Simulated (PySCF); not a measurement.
Precursor series Zr F-H. All species are isolated molecules in the gas phase.

Quantity: redistribution energy (mixed species minus the weighted end members), in kcal/mol.

Level 1: TPSSh-D3(BJ)/def2-TZVP // BP86-D3(BJ)/def2-SVP (PySCF)
Level 2: B3LYP/6-311+G** (LANL2DZ on Zr) // BP86-D3(BJ)/def2-SVP (PySCF)
Level 3: B3LYP/LANL2DZ // BP86-D3(BJ)/def2-SVP (PySCF)
Level 4: PBE/6-31G* (LANL2DZ on Zr) // BP86-D3(BJ)/def2-SVP (PySCF)

| species | level 1 | level 2 | level 3 | level 4 |
|---|---|---|---|---|
| 2 of 4 F replaced by H: [Zr(F)2(H)2] | -4.86 | -4.28 | -5.00 | -5.93 |
| 1 of 4 F replaced by H: [Zr(F)3(H)] | -3.87 | -3.73 | -4.28 | -4.92 |
| 3 of 4 F replaced by H: [Zr(F)(H)3] | -3.56 | -2.83 | -3.43 | -4.39 |
